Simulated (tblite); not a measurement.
Write a Z-matrix for `[SiH3]OC1C[SiH2]C1` as optimised with GFN2-xTB.

Z-matrix in Å and degrees, rows numbered from 1:
```
Si
O   1  1.6144
C   2  1.3935  1  130.53
C   3  1.5425  2  114.46  1    71.05
Si  4  1.9086  3   90.60  2   133.43
C   3  1.5407  2  112.22  1  -176.10
H   1  1.4677  2  111.36  3    60.85
H   1  1.4677  2  112.33  3   -59.63
H   1  1.4541  2   99.36  3  -179.28
H   3  1.0970  2  109.25  1   -52.96
H   4  1.0884  3  109.75  2    18.29
H   4  1.0870  3  113.95  2  -102.71
H   5  1.4613  4  117.68  3  -125.13
H   5  1.4634  4  114.52  3   100.46
H   6  1.0882  3  109.48  2   -19.65
H   6  1.0867  3  114.06  2   101.13
```

Si1 (oxygen-bound silicon) is distorted tetrahedral (angles from 99.4° to 113.5°). The 4-membered ring C3–C4–Si5–C6 has internal angles of 76.3° to 99.8° (sum 357°, against 360° for a flat polygon); it is puckered, 0.09 Å rms from its mean plane, widest ring torsion 13°. Of the pairs four or more bonds apart, Si1···H11 is among the closest relative to their van der Waals radii: 3.28 Å, 99 % of the sum of Bondi's values. Si5 (SiH2 silicon) has angles from 76.3° to 117.7°.

Computed geometry: GFN2-xTB, gas phase.

Point group: C1 (no symmetry element, even within 0.4 Å). Its GFN2-xTB frequencies are all real (lowest 52 cm⁻¹). One conformer, not necessarily the lowest (Si1–O2–C3–C4 71°, O2–C3–C4–Si5 133°, C3–C4–Si5–C6 -11°, C4–Si5–C6–C3 11°, O2–C3–C6–Si5 -135°). 2 starts were optimised and ended at 0.00 and 0.64 kcal/mol (GFN2-xTB); the lowest of these is shown.

Hardware: an Arm Neoverse N1 with one thread, no GPU, shared host with 64 logical CPUs at a one-minute load of 56. Cost: 0.98 s of wall time. This is the geometry optimisation.
